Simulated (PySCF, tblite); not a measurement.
Isomers of C5H7ClO2Si. Computed with GFN2-xTB (tblite): harmonic, unscaled wavenumbers at the GFN2-xTB geometry, gas phase. Errors from tens to a few hundred cm⁻¹ against measured bands are possible. Modes of hydrogen on silicon can be 10 to 20 % off. One conformer each.

Electronic energies: PBE0/pcSseg-1 single points on the GFN2-xTB geometries (PySCF, gas phase).

| SMILES | electronic energy, lowest = 0 (kJ/mol) |
| --- | --- |
| O[C@H]1C=C[SiH2]O/C1=C/Cl | 0.0 |
| O=CO[C@]1([SiH3])C=C(Cl)C1 | 94.4 |
| O=C=C(C=O)[C@H]([SiH3])CCl | 42.4 |

Problem. How do GFN2-xTB zero-point energies change the relative energies?

Solution. 
```csv
SMILES,ZPE (kJ/mol),of it from modes above 1550 cm⁻¹,electronic (kJ/mol),"with ZPE, lowest = 0 (kJ/mol)",lowest mode (cm⁻¹),rings
O[C@H]1C=C[SiH2]O/C1=C/Cl,281.1,141.6,0.0,0.0,64,1
O=C=C(C=O)[C@H]([SiH3])CCl,273.0,134.5,42.4,34.3,32,0
O=CO[C@]1([SiH3])C=C(Cl)C1,274.2,132.9,94.4,87.5,37,1
```

The zero-point energies span 8.1 kJ/mol, from `O=C=C(C=O)[C@H]([SiH3])CCl` to `O[C@H]1C=C[SiH2]O/C1=C/Cl`. The order is unchanged.

Problem. And how do the electronic energies of GFN2-xTB itself compare?

Solution. `O[C@H]1C=C[SiH2]O/C1=C/Cl` 0.0; `O=C=C(C=O)[C@H]([SiH3])CCl` 103.4; `O=CO[C@]1([SiH3])C=C(Cl)C1` 95.3 kJ/mol, lowest = 0. Against the energies above, taken from the same isomer `O[C@H]1C=C[SiH2]O/C1=C/Cl`, the largest difference is 61.0 kJ/mol.

Problem. What do entropy and thermal enthalpy add at 298.15 K and 1 bar (rigid rotor, harmonic oscillator, one conformer each)?

Solution. 
| SMILES | point group | symmetry number | S (J/(mol K)) | H − H(0) (kJ/mol) | ZPE + H − H(0) − TS (kJ/mol) |
| --- | --- | --- | --- | --- | --- |
| O[C@H]1C=C[SiH2]O/C1=C/Cl | C1 | 1 | 401.0 | 27.77 | 189.3 |
| O=C=C(C=O)[C@H]([SiH3])CCl | C1 | 1 | 428.2 | 30.29 | 175.6 |
| O=CO[C@]1([SiH3])C=C(Cl)C1 | C1 | 1 | 410.9 | 28.21 | 179.9 |
